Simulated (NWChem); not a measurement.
Molecule: C$_{3}$H$_{5}$FSi; SMILES C#C[Si@H](C)F

All runs: NWChem. Medium grid unless said otherwise, to which SCAN and Minnesota functionals are sensitive. The geometry was optimised at B3LYP/6-31G* (spherical d). Hybrids' shares of exact exchange are those that their runs print; pure functionals count as 0. The functionals differ in more than this share.

| row | share of exact exchange | orbital gap (eV) |
|---|---|---|
| PBE/def2-SVP | 0.00 | 5.76 |
| r2SCAN/def2-SVP | 0.00 | 6.27 |
| TPSSh/def2-SVP | 0.10 | withheld |
| B3LYP/def2-SVP | 0.20 | 7.54 |
| PW6B95/def2-SVP | 0.28 | 8.12 |

Fit a straight line of the last column on the one before it, predict the withheld value, and compare with the run.


1. Means of the 4 shown rows: x = 0.120, y = 6.922. Slope Σ(x − x̄)(y − ȳ)/Σ(x − x̄)² = 0.4588/0.06080 = 7.546; intercept 6.017.
2. The shown rows scatter about the line by 0.181 (root mean square); the largest residual is -0.26, at PBE/def2-SVP.
3. At x = 0.10 (TPSSh/def2-SVP; inside the shown range) the line gives 6.77.
4. The run gives 6.86, +0.09 from the line, 0.5 times the scatter.
